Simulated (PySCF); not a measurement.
PySCF job for H9N3Si2, SMILES [SiH2](N)N[SiH2]N, PBE-D3(BJ)/def2-SVP. Geometry: PBE-D3(BJ)/def2-SVP. One conformer was computed; it need not be the lowest.

```python
import numpy as np
from pyscf import gto, scf, dft, df
from pyscf.hessian import thermo

mol = gto.M(
    atom='''
    N    -0.02015905   -0.96013263   -2.57858802
    Si   -0.08555614    0.47491363   -1.59186359
    N     0.53201960    0.09671562   -0.00000000
    Si   -0.08555614    0.47491362    1.59186360
    N    -0.02015905   -0.96013264    2.57858801
    H     0.08320616   -0.85078598   -3.59014091
    H    -0.61929018   -1.76038216   -2.36134033
    H    -1.44161163    1.08324484   -1.33135716
    H     0.74198597    1.46733936   -2.36973023
    H     1.42508073   -0.41156596   -0.00000000
    H    -1.44161163    1.08324484    1.33135715
    H     0.74198597    1.46733935    2.36973024
    H    -0.61929018   -1.76038216    2.36134032
    H     0.08320616   -0.85078599    3.59014090
    ''',
    basis='def2-SVP',
    charge=0,
    spin=0,
    max_memory=1600,
    verbose=3,
)
mf = dft.RKS(mol, xc='pbe').density_fit(auxbasis='def2-universal-jkfit')
mf.disp = 'd3bj'
mf.grids.level = 3
mf.conv_tol = 1e-11
mf.max_cycle = 100
mf.kernel()

# [left out here: the lines that compute and print the analytic Hessian (its translational invariance restored by hand, since the grid's response is missing), thermochemistry and intensities]
```

Program output:

```
converged SCF energy = -747.938573696291

WARN: DFTD3 does not support analytical Hessian, using finite difference


WARN: Mole.unit (angstrom) is changed to Bohr

Mode                                 0                   1                   2
Irrep
Freq [cm^-1]                       51.4875             54.2906            163.7816
Reduced mass [au]                   3.6078              2.5347              2.8522
Force const [Dyne/A]                0.0056              0.0044              0.0451
Char temp [K]                      74.0791             78.1120            235.6453
Normal mode                   x     y     z       x     y     z       x     y     z
       0   N                 0.04  0.07 -0.10    0.10  0.01 -0.02   -0.05  0.04 -0.06
       1  Si                -0.00 -0.01  0.00   -0.08 -0.02  0.01   -0.01 -0.03  0.04
       2   N                -0.08 -0.13 -0.00    0.00  0.00 -0.01    0.15  0.02  0.00
       3  Si                -0.00 -0.01 -0.00    0.08  0.02  0.01   -0.01 -0.03 -0.04
       4   N                 0.04  0.07  0.10   -0.10 -0.01 -0.02   -0.05  0.04  0.06
       5   H                 0.09  0.14 -0.09    0.07  0.04 -0.02   -0.08  0.12 -0.05
       6   H                 0.02  0.06 -0.19    0.21 -0.08 -0.03   -0.02  0.01 -0.10
       7   H                -0.01 -0.01 -0.02   -0.15 -0.19  0.05   -0.02 -0.14  0.19
       8   H                 0.03  0.05  0.10   -0.22  0.10  0.01   -0.13  0.05  0.01
       9   H                -0.10 -0.17 -0.00    0.00  0.00 -0.06    0.24  0.19  0.00
      10   H                -0.01 -0.01  0.02    0.15  0.19  0.05   -0.02 -0.14 -0.19
      11   H                 0.04  0.05 -0.10    0.22 -0.10  0.01   -0.13  0.05 -0.01
      12   H                 0.02  0.06  0.19   -0.21  0.07 -0.03   -0.02  0.01  0.10
      13   H                 0.09  0.14  0.09   -0.07 -0.05 -0.02   -0.08  0.12  0.05
Mode                                 3                   4                   5
Irrep
Freq [cm^-1]                      189.1834            210.5905            308.4693
Reduced mass [au]                   1.6669              1.7025              1.6644
Force const [Dyne/A]                0.0352              0.0445              0.0933
Char temp [K]                     272.1929            302.9928            443.8186
Normal mode                   x     y     z       x     y     z       x     y     z
       0   N                 0.04 -0.01  0.06    0.03  0.02  0.05    0.00 -0.01 -0.08
       1  Si                -0.00  0.06 -0.03   -0.01  0.02  0.05    0.01 -0.01 -0.06
       2   N                 0.00 -0.00 -0.04    0.00 -0.12 -0.00   -0.03  0.05 -0.00
       3  Si                 0.00 -0.06 -0.03   -0.01  0.02 -0.05    0.01 -0.01  0.06
       4   N                -0.04  0.01  0.06    0.03  0.02 -0.05    0.00 -0.01  0.08
       5   H                -0.33 -0.09  0.02   -0.37  0.02  0.01   -0.43  0.06 -0.12
       6   H                 0.20 -0.06  0.33    0.19 -0.05  0.26    0.11 -0.05  0.10
       7   H                 0.01  0.08 -0.02    0.00  0.02  0.11    0.02  0.02 -0.10
       8   H                -0.03  0.06 -0.06   -0.06  0.08  0.06    0.06 -0.02 -0.03
       9   H                 0.00  0.00 -0.08   -0.01 -0.14 -0.00    0.10  0.26 -0.00
      10   H                -0.01 -0.08 -0.02    0.00  0.02 -0.11    0.02  0.02  0.10
      11   H                 0.03 -0.06 -0.06   -0.06  0.08 -0.06    0.05 -0.02  0.03
      12   H                -0.20  0.06  0.33    0.19 -0.05 -0.26    0.11 -0.05 -0.10
      13   H                 0.33  0.09  0.02   -0.37  0.02 -0.01   -0.45  0.06  0.12
Mode                                 6                   7                   8
Irrep
Freq [cm^-1]                      309.0844            380.3682            387.8691
Reduced mass [au]                   1.5288              1.3253              1.2534
Force const [Dyne/A]                0.0860              0.1130              0.1111
Char temp [K]                     444.7036            547.2651            558.0573
Normal mode                   x     y     z       x     y     z       x     y     z
       0   N                -0.01 -0.00  0.07   -0.07  0.05 -0.03    0.07 -0.04  0.02
       1  Si                -0.03  0.05 -0.02    0.02 -0.02  0.00   -0.01 -0.00  0.02
       2   N                 0.00 -0.00 -0.03   -0.00  0.00  0.02   -0.00  0.02 -0.00
       3  Si                 0.03 -0.05 -0.03   -0.02  0.02  0.00   -0.01 -0.00 -0.02
       4   N                 0.01  0.00  0.07    0.07 -0.05 -0.03    0.07 -0.04 -0.02
       5   H                 0.51 -0.19  0.11    0.18 -0.16 -0.02   -0.24  0.22  0.01
       6   H                -0.08  0.03 -0.04    0.45 -0.28  0.13   -0.43  0.27 -0.15
       7   H                -0.03  0.04 -0.05    0.05  0.02  0.08   -0.04 -0.04 -0.03
       8   H                 0.01  0.01 -0.03   -0.01 -0.02 -0.03    0.00  0.02  0.05
       9   H                -0.00 -0.00 -0.12   -0.00 -0.00  0.08   -0.05 -0.06 -0.00
[...]
       6   H                 0.00 -0.01 -0.01   -0.01  0.10  0.46    0.01 -0.10 -0.46
       7   H                -0.04 -0.00 -0.12   -0.01  0.00  0.00    0.01 -0.00 -0.00
       8   H                 0.04 -0.04  0.02    0.01  0.00 -0.00   -0.01  0.00  0.00
       9   H                 0.00  0.00  0.75   -0.00  0.00  0.01   -0.00  0.00 -0.00
      10   H                 0.04  0.00 -0.12    0.01 -0.00  0.00    0.01 -0.00  0.00
      11   H                -0.04  0.04  0.02   -0.01 -0.00 -0.00   -0.01  0.00 -0.00
      12   H                -0.00  0.01 -0.01    0.01 -0.10  0.46    0.01 -0.10  0.46
      13   H                -0.01  0.02 -0.00   -0.23 -0.41  0.05   -0.23 -0.41  0.05
Mode                                27                  28                  29
Irrep
Freq [cm^-1]                     2124.5876           2136.2233           2137.2478
Reduced mass [au]                   1.0453              1.0516              1.0335
Force const [Dyne/A]                2.7798              2.8276              2.7814
Char temp [K]                    3056.8085           3073.5498           3075.0237
Normal mode                   x     y     z       x     y     z       x     y     z
       0   N                 0.00  0.00  0.00   -0.00  0.00 -0.00   -0.00 -0.00  0.00
       1  Si                 0.02 -0.00 -0.01    0.03  0.00 -0.01   -0.01 -0.02  0.01
       2   N                 0.00 -0.00  0.00    0.00 -0.00 -0.00    0.00 -0.00  0.00
       3  Si                -0.02  0.00 -0.01    0.03  0.00  0.01    0.01  0.02  0.01
       4   N                -0.00 -0.00  0.00   -0.00  0.00  0.00    0.00  0.00  0.00
       5   H                 0.00 -0.00 -0.00    0.00  0.00 -0.00   -0.00 -0.01  0.00
       6   H                -0.00  0.00  0.00    0.00  0.00  0.00   -0.00 -0.00 -0.01
       7   H                -0.60  0.27  0.11   -0.48  0.22  0.09   -0.18  0.07  0.04
       8   H                -0.10 -0.13  0.10   -0.23 -0.29  0.22    0.37  0.44 -0.34
       9   H                 0.00  0.00  0.01    0.01  0.00 -0.00    0.00  0.00  0.00
      10   H                 0.60 -0.27  0.11   -0.48  0.22 -0.09    0.18 -0.07  0.04
      11   H                 0.10  0.13  0.10   -0.23 -0.29 -0.22   -0.37 -0.44 -0.34
      12   H                 0.00 -0.00  0.00    0.00  0.00 -0.00    0.00  0.00 -0.01
      13   H                -0.00  0.00 -0.00    0.00  0.00  0.00    0.00  0.01  0.00
Mode                                30                  31                  32
Irrep
Freq [cm^-1]                     2146.3087           3477.5469           3487.9118
Reduced mass [au]                   1.0310              1.0736              1.0499
Force const [Dyne/A]                2.7983              7.6499              7.5252
Char temp [K]                    3088.0603           5003.4157           5018.3286
Normal mode                   x     y     z       x     y     z       x     y     z
       0   N                -0.00 -0.00 -0.00   -0.00 -0.00 -0.00    0.02  0.03  0.03
       1  Si                 0.00 -0.02  0.01    0.00 -0.00 -0.00    0.00 -0.00 -0.00
       2   N                 0.00  0.00 -0.00    0.06 -0.03  0.00   -0.00  0.00  0.00
       3  Si                 0.00 -0.02 -0.01    0.00 -0.00  0.00   -0.00  0.00 -0.00
       4   N                -0.00 -0.00  0.00   -0.00 -0.00  0.00   -0.02 -0.03  0.03
       5   H                -0.00 -0.01 -0.00   -0.00 -0.00  0.02    0.06  0.06 -0.46
       6   H                -0.00 -0.00 -0.01    0.01  0.01 -0.00   -0.29 -0.40  0.12
       7   H                -0.39  0.17  0.08   -0.00  0.00  0.00    0.00 -0.00 -0.00
       8   H                 0.30  0.36 -0.28   -0.00  0.00 -0.00   -0.00 -0.00  0.00
       9   H                 0.00  0.00 -0.00   -0.84  0.48 -0.00    0.00 -0.00  0.00
      10   H                -0.39  0.17 -0.08   -0.00  0.00 -0.00   -0.00  0.00 -0.00
      11   H                 0.30  0.36  0.28   -0.00  0.00  0.00    0.00  0.00  0.00
      12   H                -0.00 -0.00  0.01    0.01  0.01  0.00    0.29  0.39  0.12
      13   H                -0.00 -0.01  0.00   -0.00 -0.00 -0.02   -0.06 -0.06 -0.46
Mode                                33                  34                  35
Irrep
Freq [cm^-1]                     3488.1076           3586.9702           3587.1165
Reduced mass [au]                   1.0500              1.0955              1.0955
Force const [Dyne/A]                7.5268              8.3044              8.3051
Char temp [K]                    5018.6102           5160.8514           5161.0620
Normal mode                   x     y     z       x     y     z       x     y     z
       0   N                 0.02  0.03  0.03    0.02  0.03 -0.04    0.02  0.03 -0.04
       1  Si                 0.00 -0.00 -0.00    0.00  0.00 -0.00    0.00  0.00 -0.00
       2   N                 0.00 -0.00 -0.00   -0.00  0.00  0.00    0.00 -0.00  0.00
       3  Si                 0.00 -0.00  0.00   -0.00 -0.00 -0.00    0.00  0.00  0.00
       4   N                 0.02  0.03 -0.03   -0.02 -0.03 -0.04    0.02  0.03  0.04
       5   H                 0.06  0.06 -0.46   -0.05 -0.05  0.48   -0.05 -0.05  0.49
       6   H                -0.29 -0.39  0.12   -0.26 -0.36  0.09   -0.27 -0.37  0.09
       7   H                 0.00 -0.00 -0.00   -0.00  0.00  0.00   -0.00  0.00  0.00
       8   H                -0.00 -0.00  0.00   -0.00 -0.00  0.00   -0.00 -0.00  0.00
       9   H                -0.03  0.02 -0.00   -0.00  0.00  0.00    0.00 -0.00  0.00
      10   H                 0.00 -0.00  0.00    0.00 -0.00  0.00   -0.00  0.00 -0.00
      11   H                -0.00 -0.00 -0.00    0.00  0.00  0.00   -0.00 -0.00 -0.00
      12   H                -0.29 -0.40 -0.12    0.27  0.37  0.09   -0.26 -0.36 -0.09
      13   H                 0.06  0.06  0.46    0.05  0.05  0.49   -0.05 -0.05 -0.48
temperature 298.1500 [K]
pressure 101325.00 [Pa]
Rotational constants [GHz] 7.69033 1.28520 1.16464
Symmetry number 1
Zero-point energy (ZPE) 0.10043 [Eh]   263671.440 [J/mol]
                           tot       elec      trans        rot        vib
Entropy [J/mol/K]       387.762      0.000    167.055    116.005    104.703
Cv [J/mol/K]            137.506      0.000     12.472     12.472    112.562
Cp [J/mol/K]            145.820      0.000     20.786     12.472    112.562
Internal energy [J/mol]                      3718.434   3718.434 280331.694
Internal energy [Eh]   -747.82897  -747.93857
Enthalpy [J/mol]                             6197.391   3718.434 280331.694
Enthalpy [Eh]          -747.82802
Gibbs free energy [J/mol]                  -43609.912 -30868.415 249114.467
Gibbs free energy [Eh] -747.87206
mode   freq/cm-1   IR/(km/mol)
   1       51.49         0.733
   2       54.29         0.125
   3      163.78         1.608
   4      189.18         7.809
   5      210.59         9.583
   6      308.47        19.197
   7      309.08        34.388
   8      380.37         0.445
   9      387.87       318.961
  10      489.51        72.293
  11      560.45        36.720
  12      572.70         4.818
  13      674.21        40.063
  14      680.11         5.614
  15      761.14        89.761
  16      794.45         1.707
  17      829.71        25.071
  18      842.24       101.759
  19      864.38       115.800
  20      894.71       500.269
  21      926.65        46.744
  22      934.14        27.963
  23      946.45       176.167
  24      950.92         8.784
  25     1156.45       309.580
  26     1487.68        48.296
  27     1489.37        39.139
  28     2124.59        28.676
  29     2136.22       283.510
  30     2137.25       108.779
  31     2146.31       189.820
  32     3477.55        23.804
  33     3487.91        14.192
  34     3488.11        14.100
  35     3586.97        18.477
  36     3587.12        15.504
max |gradient| / (hartree/bohr): 5.083595585191988e-05
APT charges: [-0.7752  1.5286 -1.111   1.5286 -0.7752  0.1542  0.1692 -0.2943 -0.3093
  0.1649 -0.2943 -0.3093  0.1692  0.1542]
```

The calculation finished and met its thresholds.

Cost: about 2.6 core-minutes (a rough figure).
